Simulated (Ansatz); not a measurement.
Geometry optimisation, RKS B3LYP/def2-SVP (Ansatz).

Input:

```yaml
crystal:
  periodic: [false, false, false]
  atoms:
    - { symbol: Ge, position_ang: [-0.171915, 0.157586, 0.032944] }
    - { symbol: O, position_ang: [-0.315349, 0.291541, 1.797256] }
    - { symbol: H, position_ang: [-0.824127, -0.41704, 2.211899] }
    - { symbol: F, position_ang: [1.527681, 0.206616, -0.376181] }
    - { symbol: H, position_ang: [-0.718368, 1.459129, -0.571201] }
    - { symbol: H, position_ang: [-0.793229, -1.131361, -0.521691] }
    - { symbol: "N", position_ang: [1.46291, -2.182399, 1.302357] }
    - { symbol: H, position_ang: [0.687099, -2.682239, 0.872979] }
    - { symbol: H, position_ang: [1.996926, -1.732012, 0.561141] }
    - { symbol: H, position_ang: [1.083772, -1.419921, 1.891896] }
basis:
  gaussian: { orbitals: def2-SVP }
hamiltonian:
  xc: b3lyp
relax:
  f_tol: 0.03
  max_steps: 50
output:
  orbitals: {}
```

Command:

```bash
$ ansatz run input.yaml --threads 2 --pin off --max-ram 3072MiB --backend cpu --events-out ev --progress --plain --runs-dir out
```

Task: Where does it end, and by what steps?

Result: It converged. The force dipped under the threshold on the way, but the program's further checks kept it going. After 17 steps the energy has fallen by 0.221 eV; H6 moved furthest, 1.18 Å.

```
step  energy less start (eV)  largest force component (eV/Å)  accepted
   0                  0.0000                           0.608       yes
   1                 -0.0830                           0.184       yes
   2                 -0.0986                           0.159       yes
   3                 -0.1059                           0.136       yes
   4                 -0.1139                           0.709       yes
   5                 -0.1249                           0.577       yes
   6                 -0.1427                           0.224       yes
   7                 -0.1544                           0.445       yes
   8                 -0.1708                           0.212       yes
   9                 -0.1902                           0.551       yes
  10                 -0.1952                           0.530       yes
  11                 -0.2074                           0.277       yes
  12                 -0.2124                           0.224       yes
  13                 -0.2148                           0.169       yes
  14                 -0.2182                           0.079       yes
  15                 -0.2197                           0.079       yes
  16                 -0.2207                           0.010       yes
  17                 -0.2210                           0.027       yes
```

```xyz
10
Properties=species:S:1:pos:R:3
Ge -0.482 0.412 -0.231
O -0.635 -0.115 1.450
H -0.052 -0.877 1.623
F 1.161 -0.036 -0.689
H -0.599 1.941 -0.280
H -1.392 -0.370 -1.196
N 1.673 -2.244 1.630
H 0.842 -2.828 1.561
H 1.745 -1.614 0.832
H 1.672 -1.720 2.502
```

Time of the run: 51 s on 2 threads of Arm Neoverse V2 (shared host), peak memory 0.23 GiB.
